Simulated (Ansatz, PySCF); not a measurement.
Members of the series CXY, Y = hydroxy; each row names its spin state. Isolated molecules, 0 K electronic values unless said otherwise. One relaxed conformer stands for each flexible species; it need not be the lowest. Strings in code marks are SMILES.

Quantity: adiabatic spin-state energy, in kJ/mol. HF references are unrestricted for open shells and restricted for singlets. The restricted reference of `O[C]S` and `[CH]O` is unstable towards unrestricted orbitals.

Level 1: frozen-core CCSDT(Q)/cc-pVDZ // PBE0-D3(BJ)/def2-TZVP (Ansatz, a quantum-chemistry and plane-wave program)
Level 2: PBE-D3(BJ)/def2-TZVP // PBE0-D3(BJ)/def2-TZVP (PySCF)
Level 3: B3LYP/6-31G* // PBE0-D3(BJ)/def2-TZVP (PySCF)
Level 4: HF/STO-3G // PBE0-D3(BJ)/def2-TZVP (PySCF)

| species | level 2 | level 3 | level 4 |
|---|---|---|---|
| `O[C]O`: multiplicity 3 minus multiplicity 1 | 227.6 | 230.7 | 124.7 |
| `O[C]S`: multiplicity 3 minus multiplicity 1 | 132.8 | 132.1 | 33.76 |
| `[CH]O`: multiplicity 3 minus multiplicity 1 | 71.5 | 76.3 | -21.89 |

What does level 1 give for each?


- `O[C]O`: multiplicity 3 minus multiplicity 1: 246.9
- `O[C]S`: multiplicity 3 minus multiplicity 1: 146.0
- `[CH]O`: multiplicity 3 minus multiplicity 1: 89.8
